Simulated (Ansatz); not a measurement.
`F[SiH2]S[SiH2]F`, relaxed with RKS PBE-D4/def2-SVP in Ansatz from a rough embedded geometry. The force threshold is 0.03 eV/Å; the program also tests the step.

Charge 0, multiplicity 1.

Start:

```xyz
9

F     0.747   -1.098    1.593
Si    1.272    0.222    0.867
S    -0.400    1.441    0.304
Si   -1.268   -0.095   -0.785
F    -2.515    0.480   -1.592
H     2.014   -0.169   -0.350
H     2.150    1.015    1.772
H    -1.726   -1.204    0.026
H    -0.273   -0.593   -1.835
```

Task: How much energy does the relaxation release, and in how many steps? (Best estimate.)

Result: The calculation gave: 31.06 kJ/mol, in 17 steps, 1 of them rejected.

Task: Which bonds change most? (Estimate.)

Result: Computed: S3–Si4 from 2.074 to 2.153 Å; Si4–H8 from 1.447 to 1.496 Å; Si4–F5 from 1.593 to 1.637 Å; F1–Si2 from 1.595 to 1.637 Å.

Task: Give the relaxed structure. (Best estimate.)

Result: Computed: 
```xyz
9

F     1.777   -1.176    1.287
Si    1.373    0.332    0.794
S    -0.728    0.694    1.090
Si   -1.436   -0.272   -0.699
F    -1.334    0.739   -1.983
H     1.726    0.432   -0.659
H     2.099    1.321    1.649
H    -2.877   -0.596   -0.467
H    -0.599   -1.475   -1.012
```
